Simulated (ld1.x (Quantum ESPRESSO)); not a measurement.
**Pseudopotential generation for Pt: TM, LDA (PZ), fully relativistic.**

Pt, norm-conserving Troullier–Martins (Kleinman–Bylander form), made with ld1.x (Quantum ESPRESSO) 7.5 (LDA (PZ), fully relativistic). Core [Kr] 4d10 4f14 5s2, reference 5p6 5d10 6s0 6p0. Waves: 5p (bound): rc 1.35 bohr; 5d (bound): rc 2.05 bohr; 5f channel at -0.1 Ry: rc 2.35 bohr; 6s (bound, empty): rc 2.25 bohr. Local part: the s channel. Core correction: a·sin(br)/r model core, default radius (core density twice the valence density).

Open shells are filled in proportion to 2j + 1 (rel_dist='average').

Task: Estimate the cutoffs (Ry, on a coarse ladder) from which the occupation-weighted sum of valence levels, in a spherical-Bessel basis at the reference potential, stays within 10 and 1 mRy of its value at 400 Ry.

Result: 100 Ry and 140 Ry.

Task: What does a ghost test show?

Result: No extra level below or beside the all-electron valence levels (p1/2, p3/2, d3/2, d5/2, f5/2, f7/2, s tested).

Task: Which valence shell sets the plane-wave cutoff?

Result: 5p: its level needs 110 Ry to come within 1 mRy, against 40 Ry for 5d.

Task: Tests: 5p6 5d9 6s1 6p0; 5p6 5d9 6s0 6p0; 5p6 5d8 6s0 6p0; 5p6 5d8 6s1 6p0; 5p6 5d9 6s0.5 6p0; 5p6 5d8 6s2 6p0; 5p6 5d6 6s0 6p0. Which has the largest error in its energy relative to the reference configuration, and how large is it?

Result: 5p6 5d6 6s0 6p0, with -738 meV (all-electron minus pseudo) on +108.24 eV.
